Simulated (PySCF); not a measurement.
MgCl, SMILES [Cl][Mg], multiplicity 2.

Coordinates come from a B3LYP-D3(BJ)/def2-TZVPD optimisation. The spin state was assumed, not searched.

Two levels are set side by side: PBE/def2-TZVPD (PySCF) and CAM-B3LYP/def2-TZVPD (PySCF). Same geometry, gas phase. Differences are taken from unrounded values.

| quantity | PBE |
|---|---|
| α-spin orbital gap (eV) | 3.17 |
| β-spin orbital gap (eV) | 3.37 |
| dipole moment (D) | 3.37 |
| mean polarisability (bohr³) | 66.5 |

Task: These are the PBE values. What does CAM-B3LYP give? (An estimate is asked for; the answer gives what the named calculation found.)

Result: 
```json
[
 {"quantity": "α-spin orbital gap (eV)", "CAM-B3LYP": "6.58", "PBE minus CAM-B3LYP": "-3.40"},
 {"quantity": "β-spin orbital gap (eV)", "CAM-B3LYP": "7.38", "PBE minus CAM-B3LYP": "-4.01"},
 {"quantity": "dipole moment (D)", "CAM-B3LYP": "3.63", "PBE minus CAM-B3LYP": "-0.26"},
 {"quantity": "mean polarisability (bohr³)", "CAM-B3LYP": "62.4", "PBE minus CAM-B3LYP": "4.0"}
]
```

Loosely held outer electrons make PBE densities more polarisable. Differences between two approximate levels are no errors against the true value.

Rough cost on one machine, each run with all the roots and properties that it gave: CAM-B3LYP against PBE within a factor of 2.
